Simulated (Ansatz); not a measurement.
Born–Oppenheimer molecular dynamics of H6N2OSi (10 atoms, charge 0, multiplicity 1). It starts from a relaxed structure.

These are results of RKS r2SCAN-D4/STO-3G (Ansatz 0.2.0), not measurements.

```
ensemble                      : NVE (Milne-controlled integrator)
time step                     : 1 fs
steps asked                   : 100
starting velocities drawn for : 300 K
masses                        : H 10 u
seed                          : 418110
```

First frame:

```xyz
10
Properties=species:S:1:pos:R:3
N -0.827 1.217 -0.306
Si 0.501 0.108 0.091
N -0.322 -1.174 0.998
O 1.247 -0.293 -1.390
H -0.462 2.191 -0.451
H -1.450 1.311 0.535
H 1.596 0.564 0.928
H -1.016 -1.663 0.380
H 0.359 -1.933 1.247
H 0.456 -0.378 -2.029
```

What does the run give?

The run went to its last step.

```json
{"steps done": "100", "time covered": "100 fs", "mean temperature over the second half": "124 K", "spread of the potential energy over the second half": "2.5 meV per atom", "mean potential energy of the second half above the start": "18.2 meV per atom"}
```

The conserved energy stayed within 0.0033 meV per atom of its start (net change -0.001 meV per atom), so the integration is sound. A run of 0.1 ps of so small a system gives no equilibrium averages. Limits of this set-up: minimal basis.

What happens to the structure?

The same pairs are bonded in the first frame and the last. Pairs count as bonded within 1.25 times the sum of covalent radii (0.12 Å more for H–H). This is one draw of velocities; another would differ in detail.

How do temperature and energy run in time?


| time (fs) | T (K) | potential energy less start (eV) | conserved less start (meV/atom) |
| --- | --- | --- | --- |
| 0.0 | 300 | 0.000 | 0.00 |
| 3.0 | 282 | 0.019 | 0.00 |
| 6.0 | 248 | 0.053 | 0.00 |
| 9.0 | 219 | 0.084 | 0.00 |
| 12.0 | 191 | 0.113 | 0.00 |
| 15.0 | 169 | 0.135 | 0.00 |
| 18.0 | 162 | 0.142 | 0.00 |
| 21.0 | 158 | 0.147 | 0.00 |
| 24.0 | 143 | 0.162 | 0.00 |
| 27.0 | 137 | 0.168 | 0.00 |
| 30.0 | 152 | 0.153 | 0.00 |
| 33.0 | 165 | 0.140 | 0.00 |
| 36.0 | 164 | 0.140 | 0.00 |
| 39.0 | 157 | 0.148 | 0.00 |
| 42.0 | 137 | 0.169 | 0.00 |
| 45.0 | 102 | 0.205 | 0.00 |
| 48.0 | 79 | 0.228 | 0.00 |
| 51.0 | 82 | 0.225 | 0.00 |
| 54.0 | 88 | 0.219 | 0.00 |
| 57.0 | 86 | 0.221 | 0.00 |
| 60.0 | 92 | 0.215 | 0.00 |
| 63.0 | 103 | 0.204 | 0.00 |
| 66.0 | 115 | 0.192 | 0.00 |
| 69.0 | 135 | 0.171 | 0.00 |
| 72.0 | 156 | 0.149 | 0.00 |
| 75.0 | 160 | 0.145 | 0.00 |
| 78.0 | 150 | 0.155 | 0.00 |
| 81.0 | 140 | 0.165 | 0.00 |
| 84.0 | 134 | 0.172 | 0.00 |
| 87.0 | 130 | 0.175 | 0.00 |
| 90.0 | 132 | 0.173 | 0.00 |
| 93.0 | 136 | 0.169 | 0.00 |
| 96.0 | 134 | 0.172 | 0.00 |
| 99.0 | 129 | 0.177 | 0.00 |

Run time: 4.4 min on 1 thread of Arm Neoverse V1, with other jobs on the host, peak memory 0.11 GiB.
